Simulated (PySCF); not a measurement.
Species: C3H7FO2S2 (charge +1 and doublet state).
Structure used (GFN2-xTB), in Å, numbered top down from 1:
```xyz
15
C3H7FO2S2 angstrom
C     -2.091    0.578    0.928
S     -1.093    0.040   -0.466
O     -0.337    1.120   -1.014
O     -1.792   -0.845   -1.327
C      0.258   -1.080    0.368
S      1.511   -1.361   -0.814
C      2.388    0.245   -0.742
F      2.368    0.726    0.514
H     -2.483   -0.294    1.436
H     -1.475    1.193    1.574
H     -2.905    1.167    0.514
H      0.607   -0.520    1.232
H     -0.235   -2.013    0.624
H      1.849    0.954   -1.388
H      3.425    0.097   -1.060
```

The hyperfine couplings belong to this conformer and change with its torsions.

As a line formula: `CS(=O)(=O)C[S+]CF` [radical] (charge +1).

Level of theory: PySCF, UKS B3LYP, pcH-1 on C F H O S, non-relativistic, mean-field spin-orbit, GIAO. One conformer (not necessarily the lowest) at the GFN2-xTB geometry, without solvent, vibrations or thermal averaging. The geometry wasn't refined by DFT: couplings that depend on bond lengths, twists or pyramidal angles can differ widely from those at the functional's own minimum, by a factor of two or more for some ions and for spin on atoms past the first row. No stability test was run, so a lower SCF solution isn't excluded.

Break the g tensor into its mass correction, gauge correction and orbital-Zeeman/spin–orbit terms.

```json
{"Δg (ppt)": "relativistic mass correction", "1": "-0.25", "2": "-0.25", "3": "-0.25"}
{"Δg (ppt)": "gauge correction", "1": "0.00", "2": "0.05", "3": "0.05"}
{"Δg (ppt)": "orbital Zeeman/spin–orbit", "1": "0.21", "2": "14.63", "3": "27.63"}
{"Δg (ppt)": "total", "1": "-0.04", "2": "14.43", "3": "27.43"}
```

So g = 2.00228, 2.01675, 2.02975 and g_iso = 2.01626; the tensor is rhombic: the two nearest values differ by 47 % of g3 − g1. 

How much does each term add to the isotropic shift?

The orbital-Zeeman/spin–orbit term 14.16, the mass correction -0.25 and the gauge correction 0.03 ppt, for a total of 13.94 ppt. The orbital-Zeeman/spin–orbit term is the largest in size. The mass correction is the same along every axis, so the anisotropy comes from the other two: their spans along these axes are 0.05 (gauge) and 27.42 ppt (orbital Zeeman/spin–orbit).

What are the electron Larmor frequencies g μB B/h along the three axes at 1200 mT?

33.6293, 33.8723, 34.0907 GHz for g1, g2 and g3, a range of 461.5 MHz.

In a frozen sample, at which fields do the three g values resonate at 9.5, 34, 94 and 263 GHz (hyperfine left aside), and which band first spreads them over more than twice a line width of 1.0 mT?

```tsv
band	GHz	B(g3) mT	B(g2) mT	B(g1) mT	spread mT
X	9.5	334.40	336.56	338.99	4.59
Q	34.0	1196.81	1204.53	1213.23	16.42
W	94.0	3308.82	3330.16	3354.22	45.40
J	263.0	9257.65	9317.36	9384.69	127.04
```

The spread grows in proportion to the frequency. X band is the first where it exceeds 2.0 mT.

The largest Mulliken spin populations are on S6 (+0.66), O4 (+0.09) and O3 (+0.08). S6 is the only atom above +0.15.

The HOMO–LUMO gaps are 7.65 eV among the α and 2.65 eV among the β orbitals.
